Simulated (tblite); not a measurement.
C4H3ClF4O.
Z-matrix (Å and degrees, GFN2-xTB geometry), rows numbered from 1:
```
O 
C   1  1.1871
Cl  2  1.7318  1  122.50
C   2  1.5294  1  124.27  3  -177.94
F   4  1.3648  2  110.80  1  -156.16
C   4  1.5302  2  110.45  1   -33.53
C   6  1.5208  4  112.08  2   156.37
F   7  1.3345  6  113.11  4    62.79
F   7  1.3425  6  111.73  4   -57.63
F   7  1.3382  6  111.19  4  -176.80
H   4  1.1021  2  107.34  1    87.54
H   6  1.0921  4  109.21  2    36.53
H   6  1.0920  4  109.58  2   -83.45
```

All values are computed: GFN2-xTB (tblite) harmonic vibrations without scaling, gas phase. Errors from tens to a few hundred cm⁻¹ against measured bands are possible. One conformer, not necessarily the lowest.

Harmonic wavenumbers (cm⁻¹): 26.6, 31.5, 58.8, 123.6, 188.0, 226.6, 287.4, 328.8, 391.5, 435.0, 458.6, 473.2, 527.2, 575.0, 605.4, 723.4, 839.2, 877.4, 938.1, 995.6, 1072.3, 1089.1, 1122.9, 1175.5, 1184.7, 1194.2, 1259.9, 1315.9, 1405.4, 1805.7, 2874.0, 2999.3, 3007.1.

A = 2536, B = 548.5, C = 495.0 MHz; mass 177.981 u (most abundant isotopes); point group C1, symmetry number 1.

Problem. Zero-point energy?

Solution. Half the sum of the wavenumbers: 15308 cm⁻¹ = 43.77 kcal/mol.

Problem. What is S at 350 K and 1 bar for an ideal gas of classical rigid rotors and harmonic oscillators?

Solution. Translation 42.26, rotation 31.00, vibration 37.19: S = 110.4 cal/(mol K).

Problem. And Cp and H(350 K) − H(0)?

Solution. Cp = 40.09 cal/(mol K), of which vibrations give 32.14 (their classical limit is 33 R = 65.6); H(350 K) − H(0) = 8.93 kcal/mol without the zero-point energy, 6.15 from vibrations.

Problem. Blend soft modes into free rotors: weight 1/[1 + (100 cm⁻¹/ν̃)⁴] for the oscillator and the rest for a rotor with moment μB/(μ + B), μ = h/(8π²ν), B = 10⁻⁴⁴ kg m². What vibrational entropy results?

Solution. 31.97 cal/(mol K) in place of 37.19, which changes −T·S at 350 K by +1.83 kcal/mol.

Problem. What must be added to the electronic energy to get the Gibbs energy at 350 K and 1 bar?

Solution. ZPE + [H(350 K) − H(0)] − T·S = 43.77 + 8.93 − 38.66 = 14.04 kcal/mol.

Problem. How do the functions run with temperature in this model?

Solution. 
```
 T (K)  S (cal/(mol K))  Cp (cal/(mol K))  H − H(0) (kcal/mol)  G − H(0) (kcal/mol)  ln q(vib)
    50             64.1              14.5                 0.58                -2.63       1.38
   100             75.5              19.0                 1.41                -6.14       3.04
298.15            104.3              36.3                 6.95               -24.16       8.55
373.15            113.1              41.7                 9.88               -32.31      10.46
   500            126.3              48.8                15.64               -47.52      13.53
   750            148.0              57.6                29.06               -81.91      19.04
  1000            165.3              62.5                44.13              -121.13      23.89
```

q(vib) and H(0) count from the zero-point level.

Problem. Which modes carry the vibrational entropy at 350 K?

Solution. 26.6 cm⁻¹: 6.39; 31.5 cm⁻¹: 6.05; 58.8 cm⁻¹: 4.81; 123.6 cm⁻¹: 3.35; 188.0 cm⁻¹: 2.55; 226.6 cm⁻¹: 2.20 cal/(mol K); the other 27 give 11.84 together.

Hindered rotation and anharmonicity are outside this model. Other conformers, if any are populated, would add a mixing term that is left out. The structure is chiral; the term R ln 2 for an equal mix with its mirror image is left out.

The run took 0.34 s wall on Arm Neoverse V2, one thread, no GPU, shared host. The figure is for the frequency step alone.
